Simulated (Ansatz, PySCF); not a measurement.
Spin states of HOY (SMILES [OH][Y]), each relaxed with B3LYP-D3(BJ)/def2-TZVP.
State 1 (charge 0, multiplicity 1):
```xyz
3

Y     -1.04134    -0.85897    -0.91826
O      0.20002     0.19513     0.15993
H      0.80805     0.71122     0.68801
```
State 2 (charge 0, multiplicity 3):
```xyz
3

Y     -1.0591    -0.8746    -0.9338
O      0.2098     0.2023     0.1683
H      0.8161     0.7196     0.6952
```

Singlets are restricted, other states unrestricted; no spin–orbit coupling, no relativity up to Kr; see below for the cores. The largest T1 diagnostic is 0.022.

Programs: Ansatz (a quantum-chemistry and plane-wave program) with Gaussian orbitals; PySCF for the dispersion terms. Values without a source in brackets are computed. In def2 rows elements past Kr take small-core potentials, without spin–orbit coupling.

Problem. One of these levels gives 0.875 eV for the energy of the multiplicity-3 state less that of the multiplicity-1 state. Which one is it?
A) PBE/def2-TZVPP
B) SVWN5/def2-TZVPP
C) wB97M-V/def2-TZVPP
D) B3LYP-D3(BJ)/def2-TZVPP

Solution. D, B3LYP-D3(BJ)/def2-TZVPP. The others give 0.969 (SVWN5/def2-TZVPP), 0.751 (PBE/def2-TZVPP), 1.085 (wB97M-V/def2-TZVPP)
